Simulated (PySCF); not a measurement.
Si(OH)3(NH2) (H5NO3Si), SMILES O[Si](N)(O)O. Atoms are numbered in the order given.

```xyz
10

N      1.5912    -0.5831    -0.1390
Si    -0.0145     0.0095    -0.0161
O     -0.0285     1.2826     1.0504
O     -0.6131     0.5823    -1.4427
O     -1.0050    -1.2401     0.4486
H      1.7562    -1.4349    -0.6662
H      2.3433     0.0809    -0.2943
H      0.3730     1.1269     1.9102
H     -1.5121     0.9249    -1.4174
H     -0.7236    -1.7478     1.2153
```
Charge 0, spin multiplicity 1.

The structure is a stationary point at ωB97X-D3(BJ)/def2-SVP. The geometry has at least one imaginary mode, so it is a saddle point at that level. Other conformers were not sampled.

Computed with PBE/def2-TZVP (PySCF).

Gas-phase values at a fixed geometry.

Computed frontier levels, gap, dipole moment and polarisability:
The highest occupied level comes out as -6.38 eV and the lowest empty level is -0.47 eV. The orbital gap is 5.91 eV and the dipole moment is 2.13 D. The quadrupole, principal values (traceless, Buckingham form, about the centre of nuclear charge) comes out as -4.68, 0.53, 4.15 D·Å and the mean static polarisability is 42.6 bohr³ (6.32 Å³). The polarisability, principal values is 41.1, 41.8, 45.0 bohr³.
